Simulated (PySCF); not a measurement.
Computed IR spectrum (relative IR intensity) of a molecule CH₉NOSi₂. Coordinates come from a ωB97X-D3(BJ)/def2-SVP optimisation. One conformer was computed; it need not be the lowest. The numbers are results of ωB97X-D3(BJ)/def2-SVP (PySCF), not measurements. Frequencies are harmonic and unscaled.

Lines under 2 % of the strongest are left out, and lines within 2 cm⁻¹ are merged.

```tsv
ν (cm⁻¹)	relative intensity
393	12
610	2.9
732	12
779	7.1
784	16
847	12
937	100
948	7.2
960	19
981	57
1022	12
1173	29
1211	40
1232	21
1489	2.8
2238	27
2243	31
2250	27
2254	8.8
2273	20
3019	11
3093	7.4
3148	4.9
3637	8.2
```

Which molecule gave these data?
A. CN([SiH3])[SiH2]O
B. CO[Si@H](N)[SiH3]
C. C[SiH2]N[SiH2]O
D. CO[SiH2]N[SiH3]

D, CO[SiH2]N[SiH3]
